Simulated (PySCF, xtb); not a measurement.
B(Me)2(Et) (C₄H₁₁B), SMILES CCB(C)C.

xtb with GFN2-xTB at its own geometry gives an orbital gap of 4.73 eV and a dipole moment of 0.11 D.

Geometry: B3LYP-D3(BJ)/def2-SVP. One conformer was computed; it need not be the lowest.

What does PBE/def2-TZVP in PySCF give? (Estimate from the structure and the level; the computed values follow.)

gap 5.58 eV (levels -6.75 and -1.17 eV), dipole 0.05 D.
